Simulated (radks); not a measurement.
Values are calculated unless marked as measured or tabulated.
All-electron atom: Rh I in [Kr] 4d8 5p1 (not the ground configuration). Code: a radial shooting solver on a logarithmic mesh with Libxc functionals. Model: Dirac Kohn-Sham, PBEsol, spin-unpolarised, spherical densities, point nucleus; open shells fill j = l - 1/2 first.

Spin-orbit splittings of the eigenvalues, e(l+1/2) - e(l-1/2), with zeta = 2 splitting/(2l+1) and mean radii in bohr:

| shell | occ. | splitting (eV) | zeta (eV) | <r> j=l-1/2 | <r> j=l+1/2 |
|---|---|---|---|---|---|
| 2p | 6 | 144.5 | 96.33 | 0.1203 | 0.1252 |
| 3p | 6 | 24.86 | 16.57 | 0.3833 | 0.3940 |
| 3d | 10 | 4.905 | 1.962 | 0.3685 | 0.3720 |
| 4p | 6 | 3.910 | 2.607 | 1.061 | 1.093 |
| 4d | 8 | 0.3975 | 0.1590 | 1.557 | 1.582 |
| 5p | 1 | 0.1344 | 0.08961 | 4.710 | 4.904 |
